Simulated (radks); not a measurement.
Spherical quantum dot in the effective-mass picture: electrons in a parabolic well V = omega^2 r^2 / 2 with omega = 2.69, with a point charge +1 (a donor) at the centre, all in effective atomic units (hartree* = m*/eps^2 hartree, bohr* = eps/m* bohr), one dielectric constant everywhere. Calculated with a radial shooting solver with Libxc functionals: non-relativistic Kohn-Sham, PBEsol, spin-polarised, spherical densities. Levels are named by radial order and angular momentum (1s, 1p, 1d, 2s, ...), and open shells are averaged over m. Each electron was tried in the lowest free levels, single moves between levels near the top were tried too, and the lowest total energy was kept; such a search can miss a lower state. At N = 1 the Hartree and exchange-correlation terms need not cancel, so that row can carry a self-interaction error.

N,open shells,2S,E (hartree*),mu = E(N) - E(N-1) (hartree*),addition energy mu(N+1) - mu(N) (hartree*),e(HOMO) (hartree*),rms radius (bohr*)
1,"1s(up 1, down 0)",1,2.05348,2.0535,1.426,2.5975,0.6592
2,none,0,5.53331,3.4798,4.017,3.9943,0.6917
3,"1p(up 1, down 0)",1,13.0299,7.4965,0.8204,7.8994,0.8038
4,"1p(up 2, down 0)",2,21.3468,8.3169,0.8420,8.7371,0.8629
5,"1p(up 3, down 0)",3,30.5056,9.1589,1.098,9.5802,0.9033
6,"1p(up 3, down 1)",2,40.7630,10.257,0.7658,10.634,0.9366
7,"1p(up 3, down 2)",1,51.7861,11.023,0.7841,11.414,0.9640
8,none,0,63.5934,11.807,2.750,12.200,0.9879
9,"2s(up 1, down 0)",1,78.1507,14.557,0.8028,14.909,1.027
10,none,0,93.5108,15.360,0.8360,15.707,1.060
11,"1d(up 1, down 0)",1,109.707,16.196,0.6640,16.528,1.089
12,"1d(up 2, down 0)",2,126.567,16.860,0.6626,17.192,1.114
13,"1d(up 3, down 0)",3,144.090,17.523,0.6595,17.853,1.137
14,"1d(up 4, down 0)",4,162.272,18.182,0.6555,18.511,1.158
15,"1d(up 5, down 0)",5,181.110,18.838,0.8285,19.164,1.177
16,"1d(up 5, down 1)",4,200.776,19.666,0.6260,19.979,1.195
17,"1d(up 5, down 2)",3,221.068,20.292,0.6254,20.605,1.212
18,"1d(up 5, down 3)",2,241.985,20.918,0.6232,21.230,1.228
19,"1d(up 5, down 4)",1,263.526,21.541,0.6202,21.851,1.244
20,none,0,285.687,22.161,2.483,22.470,1.258
21,"1f(up 1, down 0)",1,310.331,24.644,0.5646,24.927,1.278
22,"1f(up 2, down 0)",2,335.540,25.209,0.5631,25.491,1.296
23,"1f(up 3, down 0)",3,361.312,25.772,0.5611,26.053,1.314
24,"1f(up 4, down 0)",4,387.645,26.333,0.5589,26.613,1.330
25,"1f(up 5, down 0)",5,414.537,26.892,0.5564,27.171,1.346
26,"1f(up 6, down 0)",6,441.986,27.448,0.5538,27.726,1.360
27,"1f(up 7, down 0)",7,469.988,28.002,-,28.278,1.375

All shells are closed at N = 2, 8, 10, 20 (there: 1s2 1p6 1d10 2s2); the second difference of the energy has clear peaks (12 % above both neighbours; the first and last values, which can be the largest, are not judged, and half-filled shells can peak too) at N = 2, 5, 8, 15, 20.
